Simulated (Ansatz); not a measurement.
Cl2H2HfOSe, SMILES `[OH][Hf]([Cl])([Cl])[SeH]`. The species carries charge 0 and has multiplicity 1. Hf: def2 effective core potential. Geometry: relaxed with PBE0-D4/def2-TZVP. It is one conformer, not always the lowest.

```xyz
7

O     0.035    1.133    1.016
Hf   -0.529   -0.210   -0.180
Cl   -1.787   -1.842    0.926
Cl   -1.827    0.697   -1.903
Se    1.600   -1.274   -1.163
H     0.111    1.841    1.649
H     2.397   -0.345   -0.346
```

**Question.** What is the dipole moment at ωB97M-V/def2-TZVPP? (An estimate is asked.)

**Answer.** Ansatz gave: 3.23 D, with components (0.89, 2.32, 2.06) D in this frame, pointing from negative to positive charge.

**Question.** And with PBE, r2SCAN, B3LYP? (Best estimate.)

**Answer.** Computed: PBE 3.14 D, r2SCAN 3.25 D, B3LYP 3.15 D.

**Question.** Give the Mulliken charges with ωB97M-V, r2SCAN, PBE in def2-TZVPP. (Estimate.)

**Answer.** Computed: 
```
atom  ωB97M-V  r2SCAN    PBE
  O1    -0.37   -0.42  -0.34
 Hf2     0.78    0.91   0.74
 Cl3    -0.22   -0.27  -0.23
 Cl4    -0.22   -0.27  -0.23
 Se5    -0.24   -0.25  -0.21
  H6     0.18    0.21   0.20
  H7     0.09    0.08   0.07
```

B3LYP here is the variant with VWN-RPA as its local correlation; programs differ in this.
